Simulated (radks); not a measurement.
Results of a calculation; reference values are marked as such.
These are the eigenvalues of the occupied orbitals of an atom or ion with whole-number occupations (Ry). Code: a radial shooting solver on a logarithmic mesh with Libxc functionals. Model: scalar-relativistic Kohn-Sham, PBEsol, spin-unpolarised, spherical densities, point nucleus.

orbital  eigenvalue
1s        -2961.083
2s        -476.3473
2p        -426.9337
3s        -104.7002
3p        -88.98840
3d        -66.65461
4s        -23.24305
4p        -18.09330
4d        -10.67542
5s         -5.16281
5p         -3.78929
6s         -1.68789

Which element is it, and in what charge state? The configuration may be excited.

Answer. Z = 58, cerium, charge +3: Ce3+ in [Xe] 6s1. The list shows which subshells hold electrons but not how many an open one holds; the 1s level, -1480.5 hartree, gives Z - s = 54.4 by -(Z - s)^2/2, which with screening and relativity narrows Z to a few neighbours, and the depths of the outer levels then fix element, charge and occupations together.
